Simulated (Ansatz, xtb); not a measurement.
**Two isomers of C5H3ClN2**

We compare I, `C#Cc1cnc(Cl)[nH]1`, a singlet, with II, `C#Cc1nc(Cl)c[nH]1`, a singlet. Both are isolated molecules in the gas phase, relaxed with B3LYP/def2-SVP.

I (Å):

```yaml
atoms:
  - { symbol: C, position_ang: [-1.9893, 0.3066, -2.8348] }
  - { symbol: C, position_ang: [-1.3423, 0.7659, -1.9143] }
  - { symbol: C, position_ang: [-0.5931, 1.3038, -0.8410] }
  - { symbol: C, position_ang: [0.7090, 1.0907, -0.4070] }
  - { symbol: C, position_ang: [-0.1089, 2.5206, 0.9367] }
  - { symbol: Cl, position_ang: [-0.3522, 3.6488, 2.2130] }
  - { symbol: N, position_ang: [0.9878, 1.8530, 0.6932] }
  - { symbol: N, position_ang: [-1.1042, 2.2402, 0.0525] }
  - { symbol: H, position_ang: [-2.5543, -0.1041, -3.6504] }
  - { symbol: H, position_ang: [1.4446, 0.4203, -0.8479] }
  - { symbol: H, position_ang: [-2.0371, 2.6354, 0.0441] }
```

II (Å):

```
atom    x (Å)    y (Å)    z (Å)
   C  -2.5976   0.1490  -2.4895
   C  -1.8943   0.7505  -1.7042
   C  -1.0464   1.4388  -0.7931
   C  -0.2610   2.7462   0.6969
   C   0.8167   1.9852   0.2777
  Cl  -0.2234   3.9842   1.9016
   N  -1.3943   2.4101   0.0419
   N   0.2931   1.1530  -0.6776
   H  -3.2322  -0.3749  -3.1798
   H   1.8611   1.9769   0.5745
   H   0.7947   0.4505  -1.2086
```

Which of the two would you expect CCSD(T)/def2-SVP + ΔMP2/def2-TZVPP electronic energies to favour?

CCSD(T)/def2-SVP + ΔMP2/def2-TZVPP gives E(II) − E(I) = +0.88 kcal/mol, slightly favouring structure I, which is too small a margin to settle the true order.

The same difference at several levels:

```json
{"level": "GFN2-xTB", "geometry": "GFN2-xTB", "E(II) − E(I) (kcal/mol)": "+1.63", "departure from the last row (kcal/mol)": "+0.76", "job, with rough time for the two": "optimisation, 0.16 s"}
{"level": "HF/STO-3G", "geometry": "GFN2-xTB", "E(II) − E(I) (kcal/mol)": "−0.43", "departure from the last row (kcal/mol)": "−1.30", "job, with rough time for the two": "single point, 0.46 s"}
{"level": "r2SCAN-D4/def2-SVP", "geometry": "GFN2-xTB", "E(II) − E(I) (kcal/mol)": "+1.48", "departure from the last row (kcal/mol)": "+0.60", "job, with rough time for the two": "single point, 3.1 s"}
{"level": "B3LYP/def2-SVP", "geometry": "B3LYP/def2-SVP", "E(II) − E(I) (kcal/mol)": "+1.47", "departure from the last row (kcal/mol)": "+0.60", "job, with rough time for the two": "optimisation, 32 s"}
{"level": "HF/def2-SVP", "geometry": "B3LYP/def2-SVP", "E(II) − E(I) (kcal/mol)": "+2.17", "departure from the last row (kcal/mol)": "+1.29", "job, with rough time for the two": "part of the CCSD(T) run"}
{"level": "MP2/def2-SVP", "geometry": "B3LYP/def2-SVP", "E(II) − E(I) (kcal/mol)": "+1.07", "departure from the last row (kcal/mol)": "+0.19", "job, with rough time for the two": "part of the CCSD(T) run"}
{"level": "CCSD(T)/def2-SVP", "geometry": "B3LYP/def2-SVP", "E(II) − E(I) (kcal/mol)": "+1.49", "departure from the last row (kcal/mol)": "+0.61", "job, with rough time for the two": "single point"}
{"level": "CCSD(T)/def2-SVP + ΔMP2/def2-TZVPP", "geometry": "B3LYP/def2-SVP", "E(II) − E(I) (kcal/mol)": "+0.88", "departure from the last row (kcal/mol)": "", "job, with rough time for the two": "single point, 46 s"}
```

As drawn, both hold the same kinds of bond in the same numbers.

The largest departure from CCSD(T)/def2-SVP + ΔMP2/def2-TZVPP is that of HF/STO-3G, 1.30 kcal/mol. The last row adds to CCSD(T) the change of the MP2 difference between the two basis sets, here −0.61 kcal/mol.

With thermal terms from frequencies at re-optimised GFN2-xTB minima (ideal gas, soft modes damped towards free rotors, one conformer each, 298.15 K, 1 atm): the zero-point term adds −0.02 kcal/mol; ΔH is +0.84 and ΔG +0.87 kcal/mol.

The correlated steps freeze 12 core orbitals. Codes used: Ansatz 0.2.0, xtb 6.7.1; the last row on 2 threads of Intel(R) Xeon(R) 6975P-C (Granite Rapids) on a shared host.
